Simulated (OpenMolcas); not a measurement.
## C2H4AlFO (SMILES C=C[O][AlH][F]): the vertical ionisation energy from total energies

The species is C2H4AlFO (9 atoms), meant as a singlet with charge 0. As SMILES, `C=C[O][AlH][F]`. The shape is that of a PBE0-D4/def2-TZVP optimisation. This is one conformer, not always the lowest.

```
atom    x (Å)    y (Å)    z (Å)
   C  -1.5620  -0.3601   1.1039
   C  -0.7280  -0.3129   0.0755
   O   0.4903   0.2565   0.1396
  Al   1.8008   0.5193  -0.8848
   F   3.0876   1.3016  -0.2350
   H  -1.2977   0.0653   2.0641
   H  -2.5277  -0.8322   0.9885
   H  -0.9990  -0.7431  -0.8888
   H   1.8243   0.0592  -2.3803
```

Both states at this one shape; open shells run unrestricted unless said. 1 Eh = 27.2114 eV.

| level | program | singlet C2H4AlFO (Eh) | doublet C2H4AlFO+ (Eh) | HOMO of the first (eV) |
| --- | --- | --- | --- | --- |
| r2SCAN/def2-SVP | OpenMolcas | -495.776326 | -495.439722 | -5.93 |
| B3LYP/6-31G* (Cartesian functions) | OpenMolcas | -496.204509 | -495.872273 | -6.41 |

Problem. Work out the vertical ionisation energy at each level.

Solution. 
1. r2SCAN/def2-SVP: -495.439722 − (-495.776326) = 0.336604 Eh = 9.16 eV; −ε(HOMO) = 5.93 eV.
2. B3LYP/6-31G* (Cartesian functions): -495.872273 − (-496.204509) = 0.332236 Eh = 9.04 eV; −ε(HOMO) = 6.41 eV.

No measured value is set beside it here; the levels span 9.04 to 9.16 eV. In semi-local functionals −ε(HOMO) lies far under the ionisation energy, a result of self-interaction.
